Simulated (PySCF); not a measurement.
## Electron correlation in Se (selenium, neutral)

[Ar] 3d10 4s1 4p4 5s1, high-spin 5P determinant (an excited configuration). Calculation: PySCF 2.14, in aug-cc-pVDZ-PP with ECP10MDF; scalar relativity through the core potential. Frozen: 3s2 3p6 3d10; 6 electrons correlated.

```
  level  correlation energy (mhartree)
   CCSD                        -107.10
    (T)                          -5.15
CCSD(T)                        -112.25
  CCSDT                        -114.16
```

Diagnostics: T1 = 0.017, D1 = 0.0368, largest double amplitude 0.235.

The outer electron is Rydberg-like, and this basis confines it to a smaller radius and binds it less than a complete one would. A double-excitation amplitude exceeds 0.15, a sign of near-degeneracy.

Cost of the coupled-cluster step: of the order of 0.26 core-seconds, for 6 correlated electrons.
